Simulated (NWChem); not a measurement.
Species: GeH$_{3}$TeF; SMILES [GeH3][Te]F

All runs: NWChem. All runs use the structure optimised with PBE0/def2-SVP. No frequency run checked for a minimum. def2 effective core potentials on Te; no spin-orbit coupling. Ions are spin-unrestricted doublets at the neutral geometry; other ion states weren't tried.

For level PBE0/def2-SVP:

| Item | Result |
|---|---|
| vertical ionisation energy, ΔSCF (eV) | 8.60 |
| −ε(HOMO) (eV) | 6.41 |

Problem. How do the values read with level PBE/def2-SVP instead?

Solution. 
| Property | Result |
|---|---|
| vertical ionisation energy, ΔSCF (eV) | 8.37 |
| −ε(HOMO) (eV) | 5.21 |
